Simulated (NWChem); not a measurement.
System: CH₅AlO; SMILES C[O][AlH2]

The following NWChem deck was run.

```
start job
memory heap 200 mb stack 900 mb global 1100 mb
geometry units angstroms noautoz
  Al     0.081606    -1.192925    -0.003001
  H      1.249331    -2.256533     0.038251
  H     -1.466068    -1.546901    -0.064400
  O      0.562775     0.434661     0.021843
  C      0.006428     1.705485     0.005204
  H     -1.099785     1.694255    -0.037813
  H      0.298678     2.270913     0.908085
  H      0.367570     2.277880    -0.867905
end
basis spherical
  Al library def2-svp
  H library def2-svp
  O library def2-svp
  C library def2-svp
end
dft
  xc xwpbe 1.00 cpbe96 1.0 hfexch 1.00
  cam 0.2 cam_alpha 0.0 cam_beta 1.0
  iterations 150
  vectors input atomic output neutral.movecs
end
task dft energy
charge 1
dft
  odft
  mult 2
  vectors input atomic output cation.movecs
end
task dft energy
```

The geometry was optimised at PBE0/def2-SVP.

Ions are spin-unrestricted doublets at the neutral geometry; other ion states weren't tried. Functional: LC-ωPBE (HJS hole) with def2-SVP; the question gives the range parameter ω in 1/bohr.

Task: What results follow from this input? (LC-wPBE (HJS exchange hole, range parameter 0.2 per bohr)/def2-SVP, vertical spin-unrestricted ions.) Quantities: vertical ionisation energy, ΔSCF (eV); −ε(HOMO) (eV).

Result: The vertical ionisation energy, ΔSCF (eV) is 10.00 and the −ε(HOMO) (eV) is 9.07.
